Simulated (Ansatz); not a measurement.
`B[SiH](F)OC` + H₂ → `B[SiH2]OC` + H–F at 600 K and 1 bar (hydrogenolysis of the Si–F bond).

Isolated molecules relaxed with PBE0-D4/def2-TZVP in Ansatz; ΔE leaves out vibrations. CBS: MP2 limit from def2 TZ/QZ plus the TZ coupled-cluster correction, frozen cores. This one scheme is used for every species. One conformer a species, not always the lowest.

```
      species  CCSD(T)/CBS energy (Eh)  H − E (kJ/mol)  S (J/(mol·K))
`B[SiH](F)OC`               -530.56175           260.9          461.0
           H₂                 -1.17544            43.9          150.8
  `B[SiH2]OC`               -431.29232           268.2          429.9
          H–F               -100.39570            42.3          194.0
```

H − E and S are ideal-gas, rigid-rotor, harmonic terms from PBE0-D4/def2-TZVP, for one conformer and one mirror image of each species. The MP2-based limit puts H₂ 0.8 mEh under its directly extrapolated value; such offsets cancel only in part. 1 Eh = 2625.50 kJ/mol, R = 8.31446 J/(mol·K).

Q: By hand: ΔE, ΔH, ΔS and ΔG.

A: ΔE = (-431.29232) + (-100.39570) − (-530.56175) − (-1.17544) = 0.04917 Eh = 129.1 kJ/mol. Δ(H − E) = 268.2 + 42.3 − 260.9 − 43.9 = 5.7, so ΔH = 134.8 kJ/mol. ΔS = 429.9 + 194.0 − 461.0 − 150.8 = 12.1 J/(mol·K). ΔG = 134.8 − 600 × (12.1)/1000 = 127.5 kJ/mol.

Q: By hand: the equilibrium constant, and the temperature at which ΔG would vanish if ΔH and ΔS stayed fixed.

A: log₁₀ K = −ΔG/(RT ln 10) = -11.1. ΔG = 0 at ΔH/ΔS = 11140 K, far beyond where these terms or the molecules hold.

The number of gas molecules stays the same, so ΔS is small and ΔH decides. A doubt of 5 kJ/mol in ΔE shifts log₁₀ K by 0.4 here. Other conformers and mirror images would add mixing entropy, several J/(mol·K) or more a flexible species. These are equilibria of isolated gas molecules and say nothing of rates. Largest T1 diagnostic: 0.012 (customary marks: 0.02 for closed shells, 0.045 for open ones).
